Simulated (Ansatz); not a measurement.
`[SiH3][SiH]1CC1` and `Br[SiH]1CC1` differ in one atom or group.

Ansatz, PBE0-D4/def2-TZVP geometries, multiplicity 1. 

Scalar relativity is left out up to krypton.

| property | `[SiH3][SiH]1CC1` |
| --- | --- |
| HOMO–LUMO gap (PBE0/def2-TZVPP) / eV | 6.66 |
| HOMO–LUMO gap (PBE/def2-TZVPP) / eV | 4.78 |
| LUMO energy (ωB97M-V/def2-TZVPP) / eV | 1.54 |
| HOMO–LUMO gap (B3LYP/def2-TZVPP) / eV | 6.27 |
| HOMO energy (PBE/def2-TZVPP) / eV | -5.78 |
| size of the dipole moment (PBE/def2-TZVPP) / D | 0.36 |

Problem. What does the change do to each property? (An estimate is asked.)

Solution. Ansatz gave: 
```json
{"property": "HOMO–LUMO gap (PBE0/def2-TZVPP) / eV", "`Br[SiH]1CC1`": "7.03", "shift": "0.37"}
{"property": "HOMO–LUMO gap (PBE/def2-TZVPP) / eV", "`Br[SiH]1CC1`": "4.95", "shift": "0.17"}
{"property": "LUMO energy (ωB97M-V/def2-TZVPP) / eV", "`Br[SiH]1CC1`": "1.88", "shift": "0.34"}
{"property": "HOMO–LUMO gap (B3LYP/def2-TZVPP) / eV", "`Br[SiH]1CC1`": "6.59", "shift": "0.32"}
{"property": "HOMO energy (PBE/def2-TZVPP) / eV", "`Br[SiH]1CC1`": "-5.91", "shift": "-0.13"}
{"property": "size of the dipole moment (PBE/def2-TZVPP) / D", "`Br[SiH]1CC1`": "1.28", "shift": "0.92"}
```

With PBE0 the HOMO falls by 0.21 eV and the LUMO rises by 0.17 eV, so the gap widens by about 0.38 eV. PBE moves the HOMO by -0.13 eV and ωB97M-V by -0.23 eV. Dipoles are sizes alone; their direction can turn.

B3LYP here is the variant with VWN-RPA as its local correlation; programs differ in this.

Spin–orbit coupling is left out; it splits and shifts lone-pair levels of the heavy atoms by tenths of an eV.
